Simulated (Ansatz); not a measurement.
Stepwise reaction of `[Cl][GeH2][GeH2][Cl]` with hydrogen, as a gas-phase model of exchange steps in deposition or etching. ΔE in kJ/mol.

Gas-phase electronic energies from Ansatz, PBE0-D4/def2-TZVP geometries. CBS: MP2 limit from def2 TZ/QZ plus the TZ coupled-cluster correction, frozen cores. This one scheme is used for every species. Functionals use def2-TZVPP. B3LYP here is the variant with VWN-RPA as its local correlation; programs differ in this. For Ge outer-core shells are correlated without core-valence functions, which leaves a few kJ/mol of doubt a bond. Scalar relativity is left out up to krypton. Each species was taken in one conformer, which may not be the lowest.

| step | reaction | PBE-D4 | B3LYP-D4 | ωB97M-V | CCSD(T)/CBS |
| --- | --- | --- | --- | --- | --- |
| 1 | `[Cl][GeH2][GeH2][Cl]` + H₂ → `[Cl][GeH2][GeH3]` + HCl | 51.0 | 52.3 | 49.8 | 48.1 |
| 2 | `[Cl][GeH2][GeH3]` + H₂ → `[GeH3][GeH3]` + HCl | 51.6 | 53.1 | 51.0 | 49.6 |

(1) By hand: ΔE of the 2 steps together at CCSD(T)/CBS.

Answers

(1) (48.1) + (49.6) = 97.7 kJ/mol, or 48.9 kJ/mol a step.

In ΔE the steps differ by no more than 1.5 kJ/mol. All are uphill at CCSD(T)/CBS. PBE-D4 differs from CCSD(T)/CBS by 2.0 to 2.9 kJ/mol a step. Only this route is followed, and other bonds may react first. Isolated molecules leave out the surface, adducts and barriers. Largest T1 diagnostic: 0.012.
